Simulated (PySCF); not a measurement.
ReOBr3, SMILES [O]=[Re]([Br])([Br])[Br] (connectivity only; charge and spin as stated), neutral, multiplicity 3.

The structure is a stationary point at PBE0-D3(BJ)/def2-SVP. The multiplicity is an assumed one; other spin states were not compared. The def2 effective core potentials stand for the cores of Re; spin–orbit coupling is left out.

All values below come from PBE0-D3(BJ)/def2-SVP (PySCF 2.14.0).

Frequencies are harmonic and unscaled.

Modes within 1.5 cm⁻¹ of each other (mostly degenerate sets) share a row, with their intensities summed.

Task: Give all harmonic wavenumbers and intensities. (Estimate from the structure and the level; the computed values follow.)

Result: 
| mode | ν (cm⁻¹) | IR (km/mol) | moving atoms (share of kinetic energy) |
|---|---|---|---|
| 1–2 | 51 | 0.4 | Br 87 %, Re 11 % |
| 3 | 86 | 0.1 | Br 63 %, Re 34 % |
| 4–5 | 192 | 1.2 | O 74 %, Br 26 % |
| 6 | 262 | 5.7 | Br 82 %, Re 17 % |
| 7–8 | 293 | 60.6 | Br 49 %, Re 41 %, O 10 % |
| 9 | 1044 | 165.4 | O 92 % |
